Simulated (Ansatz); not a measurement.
The cluster Ta₅⁺, relaxed as a singlet with RKS PBE-D4/def2-SVP in Ansatz, starting from packed atoms. Force threshold 0.02 eV/Å.

In the def2 sets Ta takes a core potential; there is no spin–orbit coupling. The restricted singlet is unstable towards broken spin symmetry at other levels; at PBE-D4/def2-SVP this wasn't settled. The relaxation made no stability test and no search for a lower SCF solution. No other spin state of charge 1 was run. Another isomer (triplet) lies 4.05 eV lower at PBE0-D4/def2-TZVP; other spin states weren't run for this one.

Start:

Cartesian coordinates in Å:
```
Ta -1.915 -1.443 -0.125
Ta -1.144 0.968 1.895
Ta 0.901 0.424 -0.679
Ta 1.787 2.566 1.517
Ta 0.370 -2.515 -2.608
```

```tsv
step	energy (eV)	largest force component (eV/Å)	SCF passes
1	-7736.9013	4.260	137
2	-7740.5158	4.505	79
3	-7743.9151	4.180	219
4	-7746.1297	3.437	91
5	-7747.3729	3.079	61
6	-7748.2910	1.814	46
7	-7748.7694	0.713	49
8	-7748.8409	0.163	49
9 (rejected)	-7748.8403	0.616	49
10	-7748.8580	0.088	44
11	-7748.8651	0.094	42
12	-7748.8659	0.046	40
13 (rejected)	-7748.8655	0.027	37
14	-7748.8661	0.027	39
15 (rejected)	-7748.8660	0.010	37
16	-7748.8661	0.004	34
```

Force components are those of the run's own axes.

End:

```xyz
5

Ta   -1.4270   -1.0684   -0.2405
Ta   -0.7055    0.6257    1.5317
Ta    0.9964    0.2067   -0.6032
Ta    1.0664    2.0513    1.1418
Ta    0.0697   -1.8154   -1.8298
```

By distances, no bond broke or formed. The bond that changes most is Ta1–Ta5, from 3.54 to 2.31 Å (atoms count from 1).

The force fell under the threshold at step 15, but the optimiser went on. No frequencies were taken in this run, so the end may be a saddle point.

Hardware: 4 threads of AMD EPYC 9R45 on a shared host. Wall time 29 s.
